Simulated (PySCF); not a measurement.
Series: H2E=E'H2. Gas-phase values, no solvent. One relaxed conformer stands for each flexible species; it need not be the lowest. Strings in code marks are SMILES.

The four lowest singlet excitations (Tamm–Dancoff). All values below come from TPSSh-D3(BJ)/def2-TZVP // CAM-B3LYP-D3(BJ)/def2-TZVP (PySCF 2.14.0). Excitations are Tamm–Dancoff values on a coarser integration grid. The basis has no diffuse functions, so Rydberg states are missing or too high.

| state | energy (eV) | wavelength (nm) | oscillator strength |
|---|---|---|---|
| S1 | 5.65 | 219 | 0.351 |
| S2 | 5.97 | 208 | 0.020 |
| S3 | 6.72 | 184 | 0.027 |
| S4 | 6.94 | 179 | 0.008 |

Say which member gives these states.
(A) `[NH2][AlH2]`
(B) `[NH2][GaH2]`
(C) `BN`
(D) `[CH2]=[GeH2]`

D, `[CH2]=[GeH2]`
